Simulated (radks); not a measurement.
Task: Xe2+, 52 electrons, occupied as [Kr] 4d10 5s2 5p4. Calculated with a radial shooting solver on a logarithmic mesh with Libxc functionals: Dirac Kohn-Sham, RPBE, spin-unpolarised, spherical densities, point nucleus; open shells are shared between the two j in proportion to 2j + 1. Some entries of the table are withheld. Estimate them.

orbital     occ.  eigenvalue (eV)  <r^2> (bohr^2)
1s1/2          2        -34370.67       0.0009635
2s1/2          2        -5365.415         0.01543
2p1/2          2        -5041.387         0.01139
2p3/2          4        -4716.782         0.01267
3s1/2          2        -1114.621          0.1071
3p1/2          2        -980.0846          0.1019
3p3/2          4        -918.4157          0.1099
3d3/2          4        -682.0434         0.09192
3d5/2          6        -669.0112         0.09422
4s1/2          2              (1)          0.5798
4p1/2          2        -171.0327             (2)
4p3/2          4        -158.7473             (3)
4d3/2          4         -81.7452             (4)
4d5/2          6         -79.7548             (5)
5s1/2          2         -39.2067           3.588
5p1/2    1.33333         -27.6342           4.696
5p3/2    2.66667         -26.1037           5.065

Result: 
(1) 4s1/2 eigenvalue (eV): -218.6540
(2) 4p1/2 <r^2> (bohr^2): 0.6331
(3) 4p3/2 <r^2> (bohr^2): 0.6807
(4) 4d3/2 <r^2> (bohr^2): 0.8793
(5) 4d5/2 <r^2> (bohr^2): 0.9010
